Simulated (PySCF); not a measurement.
**Relaxation of doublet BiO₂**

All numbers come from PySCF, UPBE0, basis Bi def2-TZVP with ECP60, O def2-TZVP (scalar-relativistic core potentials, no spin–orbit coupling, density fitting). A (50,194) grid was used.

A hand-made bent start, of C2v symmetry, held to at least that symmetry:

```xyz
3
charge 0 multiplicity 2, angstrom
Bi    0.0000    0.0000   -0.1508
O     1.6219    0.0000    0.9849
O    -1.6219    0.0000    0.9849
```

(1) What does it relax to?

(2) How much energy is released, and in how many steps?

Answers

(1) It ends at C2v with Bi–O 1.928 Å (×2); O–Bi–O 115.9° (after a last refinement on a finer grid). A frequency run shows 1 imaginary mode, down to 650i cm⁻¹, so it is a saddle point.

(2) 6.1 kJ/mol in 5 steps.

Spin–orbit coupling, left out here, can matter for elements this heavy.

The relaxation took roughly 100 core-seconds on a shared host.
